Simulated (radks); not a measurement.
Species: Cd IV. Configuration: [Kr] 4d9 (the NIST ground configuration).

Method: scalar-relativistic Kohn-Sham, LDA (Slater exchange, Perdew-Zunger correlation), spin-polarised, spherical densities, finite nucleus; open shells are filled with parallel spins first (spin-orbit coupling, left out, can overturn this in heavy ions); Fermi nuclear charge, rms radius 4.6087 fm; computed with a radial shooting solver on a logarithmic mesh with Libxc functionals.

Energy parts (hartree):
total: -5587.08707
kinetic: 5812.09604
electron-nucleus: -13454.72986
Hartree: 2203.66724
exchange-correlation: -148.12050

Orbitals (lengths in bohr, moments of r in powers of bohr; <r^-3> diverges for s and p1/2):
\begin{tabular}{lrrrrr}
orbital & occ. & eigenvalue (hartree) & <1/r> & <r^2> & <r^-3> \\ \hline
1s up & 1 & -974.8981 & 50.58 & 0.001252 & - \\
1s down & 1 & -974.8979 & 50.58 & 0.001252 & - \\
2s up & 1 & -145.9085 & 11.51 & 0.02047 & - \\
2s down & 1 & -145.9006 & 11.51 & 0.02047 & - \\
2p up & 3 & -131.1482 & 11.11 & 0.01612 & 4063 \\
2p down & 3 & -131.1420 & 11.11 & 0.01612 & 4064 \\
3s up & 1 & -28.25746 & 4.056 & 0.1474 & - \\
3s down & 1 & -28.25203 & 4.056 & 0.1473 & - \\
3p up & 3 & -23.41486 & 3.866 & 0.1484 & 735.1 \\
3p down & 3 & -23.40899 & 3.866 & 0.1484 & 735.1 \\
3d up & 5 & -15.81143 & 3.641 & 0.1335 & 100.8 \\
3d down & 5 & -15.80368 & 3.641 & 0.1335 & 100.8 \\
4s up & 1 & -5.21006 & 1.583 & 0.8677 & - \\
4s down & 1 & -5.18263 & 1.583 & 0.8675 & - \\
4p up & 3 & -3.77452 & 1.430 & 1.036 & 128.3 \\
4p down & 3 & -3.74688 & 1.430 & 1.037 & 128.3 \\
4d up & 5 & -1.70492 & 1.113 & 1.695 & 11.47 \\
4d down & 4 & -1.67907 & 1.110 & 1.707 & 11.43 \\
5s up & 0 & -1.20289 & 0.5765 & 5.641 & - \\
5s down & 0 & -1.19166 & 0.5730 & 5.698 & - \\
5p up & 0 & -0.89782 & 0.4910 & 7.686 & 15.99 \\
5p down & 0 & -0.88985 & 0.4875 & 7.778 & 15.69 \\
5d up & 0 & -0.51143 & 0.3502 & 15.58 & 1.302 \\
5d down & 0 & -0.50811 & 0.3478 & 15.79 & 1.285 \\
4f up & 0 & -0.34257 & 0.2900 & 20.88 & 0.06965 \\
4f down & 0 & -0.33958 & 0.2837 & 21.54 & 0.06408 \\
\end{tabular}

The highest occupied level is 4d down at -45.690 eV. The electron density at the nucleus is 1.63e+05 e/bohr^3 (large components only). For comparison, the ionisation energy in NIST's Atomic Spectra Database is 51 eV (theoretical). In exact Kohn-Sham theory the highest level is minus the ionisation energy, but local and semilocal functionals leave it too shallow, through self-interaction and a potential that decays too fast; potentials with the right tail come closer. The density falls to 0.001 e/bohr^3 at r = 3.03 bohr.
